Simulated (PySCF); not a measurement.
# Computed structure and properties of Pb(CH3)(OH)

System: Pb(CH3)(OH) (singlet); start: displaced along the imaginary mode (C1). Method: PySCF 2.14.0, RKS PBE0, Pb def2-SVP with ECP60, C def2-SVP, H def2-SVP, O def2-SVP; non-relativistic Hamiltonian with scalar-relativistic core potentials where named; density fitting; no spin-orbit coupling.

Input of the relaxation:

```python
mol = gto.M(atom='''
Pb    -0.02571    -0.00136    -0.20704
C      1.81962    -0.01333     1.14813
H      2.75662    -0.27189     0.58328
H      1.92670     1.01185     1.61197
H      1.63449    -0.75792     1.97624
O     -1.28929     0.02648     1.49078
H     -2.21612     0.03734     1.22295''',
    basis={'Pb': 'def2-SVP', 'C': 'def2-SVP', 'H': 'def2-SVP', 'O': 'def2-SVP'},
    ecp={'Pb': 'def2-SVP'},
    charge=0, spin=0)
mf = dft.RKS(mol, xc='PBE0')
mf.grids.atom_grid = (50, 194)
mf = mf.density_fit()  # fitting sets: Pb def2-universal-JKFIT, C def2-universal-JKFIT, H def2-universal-JKFIT, O def2-universal-JKFIT
mf.conv_tol = 1e-08; mf.max_cycle = 55
mf.kernel(dm0)  # dm0: converged density of the start geometry
# quasi-Newton relaxation in Cartesian coordinates to a largest gradient under 0.00045 Eh/bohr, steps kept in the point group
```

Run from Python with OMP_NUM_THREADS=2; the lines above give its settings. Where DIIS fails, smearing, a level shift and second-order steps follow.
It took 33 s on 2 threads of Arm Neoverse V1, with other jobs on the host, from the converged density of the start.

Course of the relaxation:

```csv
step,energy above end (eV),largest force component within the symmetry (eV/Å)
0,0.0511,0.809
1,0.0157,0.062
2,0.0154,0.037
3,0.0144,0.074
4,0.0134,0.035
5,0.0123,0.317
6,0.0088,0.055
7,0.0065,0.031
12,0.0009,0.052
13,0.0005,0.051
14,0.0003,0.048
15,0.0001,0.043
16,0.0000,0.029
17,0.0000,0.021
```
(The steps between are left out.)

Relaxed geometry (C1, nearly Cs):

```xyz
7

Pb   -0.0334    0.4706   -0.1195
C     1.8105    0.0598    1.1707
H     2.5125   -0.6146    0.6533
H     2.3415    0.9976    1.4030
H     1.4575   -0.4077    2.1014
O    -1.2757   -0.2570    1.4339
H    -2.2067   -0.2175    1.1835
```

```tsv
contact	Å
Pb1–C2 (CH3)	2.288
Pb1–O6 (OH)	2.118
```

On the finer grid (75, 302):

| Quantity | Value |
| --- | --- |
| HOMO | -6.21 eV |
| LUMO | -2.02 eV |
| Dipole about the centre of mass | 2.46 D |
| Set of Mulliken populations of Pb1 outside the core potential | s 3.90, p 7.41, d 10.11 |
| D3(BJ) dispersion energy (not in the energies) | -0.102 eV |

```
atom  Mulliken (e)  Löwdin (e)  spin (e)
 Pb1          0.57        0.50      0.00
  C2         -0.44       -0.31      0.00
  H3          0.06        0.03      0.00
  H4          0.06        0.03      0.00
  H5          0.09        0.04      0.00
  O6         -0.52       -0.33      0.00
  H7          0.17        0.05      0.00
```

On the grid (50, 194), as all that follows. Harmonic modes: a minimum; lowest 95 cm⁻¹ (negative: unstable), highest 3878 cm⁻¹, zero-point energy 1.299 eV.

Taking off one CH3 (charge -1, singlet; the rest: singlet) in vacuum, both parts rigid, costs 10.00 eV; the small basis without counterpoise inflates it. Most of it is the attraction of opposite charges; other ways to part are cheaper, and one spin state was tried for the rest.

Rigid scan of CH3 along the line from its metal:

```tsv
distance to C2 (Å)	energy (eV)
1.99	0.698
2.09	0.268
2.19	0.059
2.29	0.000
2.39	0.045
2.49	0.159
2.69	0.506
2.99	1.133
3.39	1.930
3.89	2.718
```

Taking off one OH (charge -1, singlet; the rest: singlet) in vacuum, both parts rigid, costs 10.23 eV; the small basis without counterpoise inflates it. Most of it is the attraction of opposite charges; other ways to part are cheaper, and one spin state was tried for the rest.

Rigid scan of OH along the line from its metal:

```json
{"distance to O6 (Å)": "1.82", "energy (eV)": "1.231"}
{"distance to O6 (Å)": "1.92", "energy (eV)": "0.462"}
{"distance to O6 (Å)": "2.02", "energy (eV)": "0.097"}
{"distance to O6 (Å)": "2.12", "energy (eV)": "0.000"}
{"distance to O6 (Å)": "2.22", "energy (eV)": "0.075"}
{"distance to O6 (Å)": "2.32", "energy (eV)": "0.257"}
{"distance to O6 (Å)": "2.52", "energy (eV)": "0.783"}
{"distance to O6 (Å)": "2.82", "energy (eV)": "1.658"}
{"distance to O6 (Å)": "3.22", "energy (eV)": "2.668"}
{"distance to O6 (Å)": "3.72", "energy (eV)": "3.585"}
```

One start shape was tried, so this needn't be the lowest isomer.
